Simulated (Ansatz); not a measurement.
Cost and result for the atomization energy of `BO[CH2][GeH3]` (11 atoms, 10 bonds).

```xyz
11

B    -0.442   -2.054   -0.212
O    -0.136   -1.034    0.603
C    -0.608    0.285    0.377
Ge    0.901    1.485   -0.045
H    -1.153   -1.873   -1.165
H     0.023   -3.121    0.065
H    -1.339    0.300   -0.439
H    -1.102    0.630    1.288
H     1.909    1.479    1.114
H     0.361    2.910   -0.256
H     1.586    0.993   -1.330
```

Total charge 0; spin multiplicity 1. Correlated methods include outer-core shells of Ge, which these sets cover unevenly. Scalar relativity is left out up to krypton. All single points use the PBE0-D4/def2-TZVP geometry. It is one conformer, not always the lowest. Program: Ansatz. All runs use 4 threads of an Arm Neoverse V1 on a shared host. Times are those of one run each, without the atoms' runs, and a repeat can differ threefold. Electronic energies, without spin–orbit coupling; frozen cores. CCSD(T)/CBS adds CCSD(T) − MP2 in def2-TZVPP to the MP2 limit, and its time is that of the two runs behind it. T1 = 0.013. With those shells the extrapolation isn't a true limit. B3LYP takes the VWN-RPA correlation (the form of Gaussian; ORCA's B3LYP/G).

CCSD(T)/CBS is a level of theory with its own doubt, some kJ/mol a heavy atom from the limit and from the frozen cores, so smaller differences don't rank the functionals.

```csv
level,functions,wall time,atomization (kJ/mol),difference from CCSD(T)/CBS,per bond
PBE-D4/def2-TZVPP (with forces),239,2.5 s,3777.0,29.4,2.9
PBE0-D4/def2-TZVPP,239,3.4 s,3729.1,-18.5,-1.8
r2SCAN-D4/def2-TZVPP (with forces),239,4.6 s,3757.7,10.1,1.0
B3LYP-D4/def2-TZVPP (with forces),239,5 s,3746.4,-1.2,-0.1
B2PLYP/def2-TZVPP,239,6.5 s,3710.8,-36.8,-3.7
ωB97X-V/def2-TZVPP,239,8.5 s,3759.8,12.2,1.2
ωB97M-V/def2-TZVPP (with forces),239,13 s,3746.6,-1.0,-0.1
MP2/def2-QZVPP,470,35 s,3742.3,-5.3,-0.5
CCSD(T)/def2-TZVPP,239,2.9 min,3673.8,-73.8,-7.4
CCSD(T)/CBS(def2),–,3.5 min,3747.6,0.0,0.0
```

From PBE to PBE0 (25 % exact exchange), in def2-TZVPP and without D4, the atomization energy moves by −45.0 kJ/mol: exact exchange takes away binding that semilocal exchange gives to molecules. In def2-TZVPP, CCSD(T) changes the Hartree–Fock value by +881.0 kJ/mol (the triples alone add +44.9 kJ/mol) and MP2 by +906.3 kJ/mol; breaking electron pairs costs correlation energy, which Hartree–Fock lacks. The D4 term adds +29.4 kJ/mol with B3LYP and +15.4 kJ/mol with PBE0; it sums over pairs of atoms, weighted by their polarisabilities, and B3LYP, whose exchange is more repulsive, gets the larger term.
